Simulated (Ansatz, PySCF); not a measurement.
Ge(H)3(OAc) (C₂H₆GeO₂), SMILES CC(=O)[O][GeH3]. Atoms are numbered in the order given.

```xyz
11

Ge     1.2844     0.1215     0.1198
O     -0.4795     0.2365     0.6565
C     -1.3698    -0.1726    -0.2539
C     -2.7941    -0.0602     0.2281
O     -1.0360    -0.5853    -1.3440
H      1.4961     1.0349    -1.0940
H      1.9952     0.6560     1.3731
H      1.6276    -1.3486    -0.1518
H     -3.4823    -0.4077    -0.5512
H     -3.0137     0.9859     0.4912
H     -2.9227    -0.6572     1.1439
```

Geometry: B3LYP-D3(BJ)/def2-SVP.

Two levels are set side by side: PBE-D3(BJ)/def2-SVP (Ansatz, a program for electronic structure) and B3LYP-D3(BJ)/def2-SVP (Ansatz). Each level has its own optimised geometry; the coordinates shown are those of the second. Frequencies come from the Hessian of PySCF at each geometry. Differences are taken from unrounded values.

| quantity | B3LYP-D3(BJ) |
|---|---|
| mean bond length (Å) | 1.381 |
| bond Ge1–O2 (Å) | 1.847 |
| bond O2–C3 (Å) | 1.337 |
| bond C3–C4 (Å) | 1.508 |
| bond C3–O5 (Å) | 1.212 |
| bond Ge1–H6 (Å) | 1.534 |
| bond Ge1–H7 (Å) | 1.537 |
| bond Ge1–H8 (Å) | 1.534 |
| bond C4–H9 (Å) | 1.096 |
| bond C4–H10 (Å) | 1.101 |
| bond C4–H11 (Å) | 1.101 |
| highest harmonic wavenumber (cm⁻¹) | 3178 |
| mean harmonic wavenumber (cm⁻¹) | 1218 |
| zero-point energy (kcal/mol) | 47.03 |

Task: What does PBE-D3(BJ) give, and how far is it from B3LYP-D3(BJ)? (Estimate from the structure and the level; the computed values follow.)

Result: 
| quantity | PBE-D3(BJ) | PBE-D3(BJ) minus B3LYP-D3(BJ) |
|---|---|---|
| mean bond length (Å) | 1.390 | 0.009 |
| bond Ge1–O2 (Å) | 1.868 | 0.021 |
| bond O2–C3 (Å) | 1.345 | 0.007 |
| bond C3–C4 (Å) | 1.510 | 0.002 |
| bond C3–O5 (Å) | 1.224 | 0.012 |
| bond Ge1–H6 (Å) | 1.543 | 0.009 |
| bond Ge1–H7 (Å) | 1.547 | 0.011 |
| bond Ge1–H8 (Å) | 1.543 | 0.009 |
| bond C4–H9 (Å) | 1.103 | 0.007 |
| bond C4–H10 (Å) | 1.108 | 0.007 |
| bond C4–H11 (Å) | 1.108 | 0.007 |
| highest harmonic wavenumber (cm⁻¹) | 3126 | -51 |
| mean harmonic wavenumber (cm⁻¹) | 1183 | -35 |
| zero-point energy (kcal/mol) | 45.68 | -1.35 |

GGA bonds tend to be longer and softer than those of functionals with exact exchange. Differences between two approximate levels are no errors against the true value.
